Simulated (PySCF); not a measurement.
## Correlation energy of Nb (niobium, neutral)

[Kr] 4d3 5s1 6s1, high-spin 6F determinant (an excited configuration). Calculation: PySCF 2.14, in aug-cc-pVTZ-PP with ECP28MDF (6s6p5d3f2g, 88 functions); scalar relativity through the core potential. Frozen: 4s2 4p6; 5 electrons correlated.

| level | correlation energy (mhartree) |
| --- | --- |
| CCSD | -38.92 |
| (T) | -0.80 |
| CCSD(T) | -39.72 |

Diagnostics: T1 = 0.012, D1 = 0.0374, largest double amplitude 0.049.

**Question.** Is a single reference adequate?

**Answer.** Yes, within this model without spin-orbit coupling: T1 lies below 0.03 and no double amplitude reaches 0.07.
